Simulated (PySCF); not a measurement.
## Magnetisability: Ga(NH3)F3, F3GaH3N

Geometry (Å), atoms numbered from 1 in this order:
```xyz
8

Ga   -0.001    0.004   -1.089
N     0.003   -0.004    1.018
H    -0.954    0.042    1.369
H     0.520    0.799    1.374
H     0.439   -0.858    1.365
F     1.712   -0.016   -1.354
F    -0.839    1.501   -1.339
F    -0.880   -1.469   -1.343
```

Computed, not measured: PySCF 2.14.0, GIAO HF/def2-SVP magnetisability, rotational g tensor and spin-rotation constants, non-relativistic, gas phase. Geometry: GFN2-xTB.

The calculation is non-relativistic, which matters for the atoms heavier than Zn.

What are the magnetisability and the molar susceptibility?

Isotropic -969 × 10⁻³⁰ J/T², or -58.4 × 10⁻⁶ cm³/mol; principal values -978, -965, -965 × 10⁻³⁰ J/T², anisotropy 12 × 10⁻³⁰ J/T² (root of half the summed squared differences of the principal values). The susceptibility is in cgs units.

Split it along the inertial axes a, b, c into diamagnetic and paramagnetic parts about the centre of mass, with the quadrupole moment.


```tsv
axis	χ (10⁻⁶ cm³/mol)	diamagnetic (10⁻⁶ cm³/mol)	paramagnetic (10⁻⁶ cm³/mol)	summed x² of all electrons (Å²)	quadrupole Θ (D Å)
a	-58.1	-435.3	377.2	50.1	-10.21
b	-58.1	-435.3	377.2	50.1	-10.21
c	-58.9	-424.7	365.8	52.5	+20.41
```
Anisotropies 2χaa − χbb − χcc = +0.7 and 2χbb − χaa − χcc = +0.7 × 10⁻⁶ cm³/mol. Θ is traceless in Buckingham's convention.

And the rotational g tensor?


```
axis  rotational constant (GHz)        g  nuclear part  electronic part
   a                     3.0492  +0.0002        0.5405          -0.5403
   b                     3.0445  +0.0002        0.5397          -0.5394
   c                     2.9663  -0.0239        0.4859          -0.5098
```
Oblate top; isotopes 19F, 69Ga, 1H, 14N; no vibrational averaging.
